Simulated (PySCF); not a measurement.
**2-(methylthio)thiophene, C5H6S2**

Geometry:
```
atom   x (Å)   y (Å)   z (Å)
  C1   2.630  -0.090   0.413
  S2   1.739  -0.207  -1.147
  C3   0.082  -0.009  -0.623
  C4  -1.023  -0.020  -1.445
  C5  -2.238   0.167  -0.730
  C6  -2.048   0.316   0.617
  S7  -0.379   0.231   1.030
  H8   2.334  -0.892   1.105
  H9   2.480   0.891   0.889
 H10   3.694  -0.207   0.164
 H11  -0.958  -0.158  -2.525
 H12  -3.221   0.189  -1.202
 H13  -2.793   0.472   1.396
```

Method used: TDDFT CAM-B3LYP/aug-cc-pVDZ excited states, vertical, gas phase in PySCF 2.14.0. Geometry: PBE0-D3(BJ)/def2-SVP.

Q: Give the one- and two-photon strengths of the lowest singlets.

A: δ for parallel linear polarisation; σ at the peak of a Lorentzian of half width 0.1 eV, single beam; Ω is circular over linear.
```csv
state,E (eV),f,photon λ (nm),δ (au),σ (GM),Ω,main
S1,4.79,0.000,518,11.3,0.10,1.50,"HOMO→LUMO 0.48, HOMO→LUMO+8 0.14"
S2,4.85,0.203,512,123,1.06,0.74,HOMO→LUMO+2 0.95
S3,5.21,0.006,476,2.39,0.02,1.50,"HOMO→LUMO+1 0.37, HOMO→LUMO 0.30"
S4,5.37,0.000,462,106,1.12,1.50,"HOMO→LUMO+3 0.28, HOMO→LUMO+1 0.27"
S5,5.79,0.000,428,96.3,1.18,1.50,"HOMO→LUMO+4 0.28, HOMO→LUMO+7 0.25"
S6,5.81,0.027,427,198,2.44,0.76,"HOMO−1→LUMO+2 0.58, HOMO→LUMO+9 0.30"
```

Among these, the strongest one-photon state is S2, the strongest two-photon state S6, with a dipole change of 0.7 D (relaxed, norm of the difference vector).
